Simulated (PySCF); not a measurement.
## From computed data to an observable: entropy of an ideal gas

BeFCl, SMILES [F][Be][Cl].

The structure is a stationary point at PBE-D3(BJ)/def2-TZVP.

PBE-D3(BJ)/def2-TZVP (PySCF) gives the harmonic wavenumbers 285, 285, 506, 1368 cm⁻¹ and the rotational temperature 0.1861 K. The molar mass is 63.46 g/mol, the symmetry number 1, the spin multiplicity 1.

Question: Work out the entropy at 298.15 K and 1 atm in the rigid-rotor, harmonic-oscillator model.

Answer: 
Translation (Sackur–Tetrode at 1 atm): S = R[1.5 ln M + 2.5 ln T − 1.16487] = 160.5 J/(mol K).
Rotation: q = T/(σ θ) = 1600, S = R[ln q + 1] = 69.7 J/(mol K).
Vibration: with u = 1.4388 ν/T, each mode gives R[u/(e^u − 1) − ln(1 − e^−u)]:
| ν (cm⁻¹) | modes | u | S (J/(mol K)) |
|---|---|---|---|
| 285 | 2 | 1.38 | 12.58 |
| 506 | 1 | 2.44 | 2.69 |
| 1368 | 1 | 6.60 | 0.09 |
These are all the modes. Sum 15.4 J/(mol K).
Spin: R ln 1 = 0.0 J/(mol K).
Total 245.5 J/(mol K); the program's own thermochemistry gives 245.5. Translation makes up 65 % and vibration 6 %. Anharmonicity, hindered rotation and orbital degeneracy are left out.
